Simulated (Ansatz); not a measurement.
Mg5⁻, relaxed as a doublet with UKS B3LYP/def2-SVPD in Ansatz, starting from the GFN1-xTB geometry. Force threshold 0.02 eV/Å.

The structure comes from a short search, and lower isomers may exist.

Start:

```xyz
5

Mg   -0.8643    0.5467    1.2635
Mg    0.6685   -1.4972    2.9233
Mg    0.4351    0.2766   -2.6958
Mg    1.4050   -1.3879    0.0007
Mg   -1.6443    2.0619   -1.4917
```

```csv
step,energy (eV),largest force component (eV/Å),SCF passes
1,-27215.4111,0.235,115
2,-27215.4360,0.172,87
3,-27215.5007,0.144,138
4,-27215.5524,0.128,65
5,-27215.5825,0.034,60
6,-27215.5858,0.024,61
7,-27215.5860,0.017,62
```

Force components are those of the run's own axes.

End:

Cartesian coordinates in Å:
```
Mg -0.5676 0.4003 0.6474
Mg 0.5350 -1.4034 3.0921
Mg 0.3306 0.3009 -2.3677
Mg 1.7060 -1.7045 0.0549
Mg -2.0041 2.4066 -1.4267
```

Bonds formed: Mg1–Mg3 (atoms count from 1). The end is the same structure that another start reached, the lowest one found.

No frequencies were taken in this run, so the end may be a saddle point.

Hardware: 4 threads of Arm Neoverse V2 on a shared host. Wall time 44 s.
